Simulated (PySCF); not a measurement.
Geometries of 3 isomers of CH7NOSi2, from PBE0-D3(BJ)/def2-SVP geometry optimisation, gas phase in PySCF 2.14.0. One conformer each, no zero-point energy, no frequencies.

Task: Which is lowest in electronic energy at this level?
A.
```xyz
12
angstrom
O     -1.269    2.005    0.633
C     -0.167    1.517    0.522
N      0.028    0.231    0.083
Si     1.623   -0.510   -0.110
Si    -1.515   -0.602   -0.285
H      0.762    2.080    0.770
H      1.731   -1.733    0.736
H      2.620    0.509    0.326
H      1.855   -0.881   -1.535
H     -2.357   -0.733    0.933
H     -1.071   -1.957   -0.733
H     -2.239    0.073   -1.393
```
B.
```xyz
12
angstrom
C      2.346    0.824    0.396
N      1.273    0.604   -0.228
Si     0.511   -0.961   -0.425
O     -1.044   -0.836    0.115
Si    -2.330    0.218    0.071
H      2.955    0.041    0.900
H      2.750    1.851    0.478
H      1.186   -2.035    0.366
H      0.534   -1.278   -1.881
H     -3.542   -0.526    0.517
H     -2.094    1.374    0.985
H     -2.545    0.726   -1.318
```
C.
```xyz
12
angstrom
O      0.808    1.611   -0.664
C      1.679    0.806   -0.417
N      1.466   -0.449    0.062
Si    -0.159   -1.106    0.413
Si    -1.780    0.512   -0.065
H      2.757    1.047   -0.571
H      2.301   -1.004    0.216
H     -0.329   -2.348   -0.404
H     -0.175   -1.522    1.850
H     -1.637    1.702    0.819
H     -1.802    0.864   -1.511
H     -3.092   -0.144    0.265
```

Result: B. That is `C=N[SiH2]O[SiH3]`, 9.3 kcal/mol below the next.

```json
{"SMILES": "C=N[SiH2]O[SiH3]", "atoms numbered as above": "[CH2:1]=[N:2][SiH2:3][O:4][SiH3:5]", "E (Eh)": "-750.58743", "relative (kcal/mol)": "0.0", "relative (kJ/mol)": "0.0", "dipole (D)": "1.48"}
{"SMILES": "O=CN([SiH3])[SiH3]", "atoms numbered as above": "[O:1]=[CH:2][N:3]([SiH3:4])[SiH3:5]", "E (Eh)": "-750.57268", "relative (kcal/mol)": "9.3", "relative (kJ/mol)": "38.7", "dipole (D)": "2.67"}
{"SMILES": "O=CN[SiH2][SiH3]", "atoms numbered as above": "[O:1]=[CH:2][NH:3][SiH2:4][SiH3:5]", "E (Eh)": "-750.56443", "relative (kcal/mol)": "14.4", "relative (kJ/mol)": "60.4", "dipole (D)": "3.32"}
```

As drawn, the lowest has a C=N bond and an Si–O bond, which the highest lacks; the highest has a C=O bond, an N–H bond and a C(=O)–N unit, which the lowest lacks.
